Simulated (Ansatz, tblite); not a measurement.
Cost and result up the ladder for the cluster PtS2 (3 atoms). Total charge 0; singlet. Geometry: r2SCAN-D4/def2-TZVP.

Cartesian coordinates in Å:
```
Pt -0.0020 -0.0012 -0.0046
S -1.1655 1.7133 0.0492
S 1.1675 -1.7121 -0.0446
```

Ansatz on 4 threads of Arm Neoverse V2 on a shared host; xTB runs through tblite on one thread. Times are rough, summed over both states, and most runs start from the orbitals of an earlier one. RPA@PBE/def2-TZVP serves as the yardstick here, not as an exact answer. The other state is a triplet at its own geometry.

In the def2 sets Pt takes a core potential; there is no spin–orbit coupling. The xTB rows come from tblite. Correlated methods freeze 10 core orbitals; core or outer-core shells of Pt are correlated, in sets that lack core-valence functions. At PBE0-D4/def2-TZVP a broken-symmetry singlet of charge 0 lies 0.41 eV below the triplet, each at its own geometry. The structure comes from a short search, and lower isomers may exist.

Run but left out: HF/def2-TZVP, PBE0-D4/def2-TZVP, MP2/def2-TZVP (singlet: restricted singlet, unstable towards broken spin symmetry); HF/def2-TZVPP, MP2/def2-TZVPP, CCSD/def2-TZVPP, CCSD(T)/def2-TZVPP (singlet: unstable by the stability test); revPBE-D4/def2-TZVP, B97M-V/def2-TZVP, HSE06-D4/def2-TZVP, LC-ωPBE/def2-TZVP, ωB97X-V/def2-TZVP (singlet: restricted singlet, unstable towards broken spin symmetry at other levels and untested here).

Correlated methods converge slowly with the basis.

xTB has no spin-polarisation term.

```tsv
level	functions	wall time	triplet − singlet (eV)	difference from RPA@PBE/def2-TZVP (eV)
GFN1-xTB	27	0.004 s	0.71	-0.02
GFN2-xTB	27	0.004 s	0.61	-0.12
PBE-D4/def2-TZVP	114	3.9 s	0.61	-0.12
RPA@PBE/def2-TZVP	114	3.9 s	0.73	0.00
r2SCAN-D4/def2-TZVP	114	11 s	0.48	-0.25
```
